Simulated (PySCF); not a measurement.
Species: `C#Cc1sc(C(=O)F)c(C)c1C`. The columns A, B, C and D hold Mulliken, IAO, Hirshfeld and ESP-fitted charges (e) of one PBE0/pcSseg-1 density (PySCF), in a shuffled order. Coordinates in Å (GFN2-xTB); the density's dipole moment is (-4.53, -0.65, 0.57) D.

```json
{"atom": "C1", "x": "-2.847", "y": "2.793", "z": "-0.446", "A": "-0.361", "B": "-0.531", "C": "-0.208", "D": "-0.083"}
{"atom": "C2", "x": "-1.869", "y": "2.099", "z": "-0.360", "A": "+0.529", "B": "+0.338", "C": "-0.034", "D": "-0.050"}
{"atom": "C3", "x": "-0.716", "y": "1.313", "z": "-0.267", "A": "-0.544", "B": "-0.359", "C": "-0.154", "D": "-0.016"}
{"atom": "S4", "x": "0.835", "y": "2.010", "z": "-0.584", "A": "+0.466", "B": "+0.158", "C": "+0.391", "D": "+0.133"}
{"atom": "C5", "x": "1.593", "y": "0.480", "z": "-0.267", "A": "-0.572", "B": "-0.421", "C": "-0.247", "D": "-0.062"}
{"atom": "C6", "x": "3.013", "y": "0.319", "z": "-0.355", "A": "+0.687", "B": "+0.789", "C": "+0.591", "D": "+0.210"}
{"atom": "O7", "x": "3.680", "y": "-0.648", "z": "-0.171", "A": "-0.360", "B": "-0.483", "C": "-0.403", "D": "-0.220"}
{"atom": "F8", "x": "3.635", "y": "1.496", "z": "-0.705", "A": "-0.292", "B": "-0.252", "C": "-0.303", "D": "-0.108"}
{"atom": "C9", "x": "0.677", "y": "-0.509", "z": "0.065", "A": "-0.169", "B": "+0.259", "C": "+0.037", "D": "+0.017"}
{"atom": "C10", "x": "1.077", "y": "-1.906", "z": "0.383", "A": "-0.053", "B": "-0.550", "C": "-0.429", "D": "-0.114"}
{"atom": "C11", "x": "-0.647", "y": "-0.027", "z": "0.064", "A": "-0.147", "B": "+0.222", "C": "+0.001", "D": "+0.001"}
{"atom": "C12", "x": "-1.852", "y": "-0.850", "z": "0.381", "A": "-0.089", "B": "-0.525", "C": "-0.430", "D": "-0.112"}
{"atom": "H13", "x": "-3.706", "y": "3.391", "z": "-0.519", "A": "+0.052", "B": "+0.339", "C": "+0.211", "D": "+0.101"}
{"atom": "H14", "x": "0.210", "y": "-2.517", "z": "0.612", "A": "+0.119", "B": "+0.149", "C": "+0.148", "D": "+0.049"}
{"atom": "H15", "x": "1.616", "y": "-2.342", "z": "-0.457", "A": "+0.152", "B": "+0.189", "C": "+0.174", "D": "+0.052"}
{"atom": "H16", "x": "1.760", "y": "-1.915", "z": "1.231", "A": "+0.152", "B": "+0.189", "C": "+0.174", "D": "+0.052"}
{"atom": "H17", "x": "-2.749", "y": "-0.241", "z": "0.309", "A": "+0.143", "B": "+0.158", "C": "+0.164", "D": "+0.046"}
{"atom": "H18", "x": "-1.937", "y": "-1.684", "z": "-0.314", "A": "+0.144", "B": "+0.167", "C": "+0.159", "D": "+0.052"}
{"atom": "H19", "x": "-1.782", "y": "-1.252", "z": "1.392", "A": "+0.144", "B": "+0.165", "C": "+0.159", "D": "+0.052"}
```

**Question.** Which column most likely holds the ESP-fitted charges?

**Answer.** B. Σ q r misses the density's dipole by 0.03 D (B), 1.01 D (C), 1.83 D (D), 3.77 D (A). Charges fitted to the outside potential are the only set here that is tied to the molecule's multipoles.

**Question.** And the Hirshfeld charges?

**Answer.** D. The mean sizes are 0.081 e (D), 0.232 e (C), 0.273 e (A), 0.329 e (B), and Hirshfeld charges are commonly the smallest of these schemes.

As computed, A = Mulliken, B = ESP-fitted, C = IAO, D = Hirshfeld. Hydrogens on carbon: Mulliken +0.05 to +0.15, ESP-fitted +0.15 to +0.34, IAO +0.15 to +0.21, Hirshfeld +0.05 to +0.10 e.

The IAO scheme projects the occupied orbitals on a minimal set of polarised atomic orbitals and counts the electrons in each atom's part of it. The Mulliken scheme gives each basis function's population to the atom it is centred on and halves the overlap population of two atoms between them.

Geometry: GFN2-xTB, one conformer, isolated molecule. GFN2-xTB frequencies show an imaginary mode (56i cm⁻¹), so this geometry is no minimum at that level.

Conformer computed: `[CH:1]#[C:2][c:3]1[s:4][c:5]([C:6](=[O:7])[F:8])[c:9]([CH3:10])[c:11]1[CH3:12]`: S4–C5–C6–O7 180°.
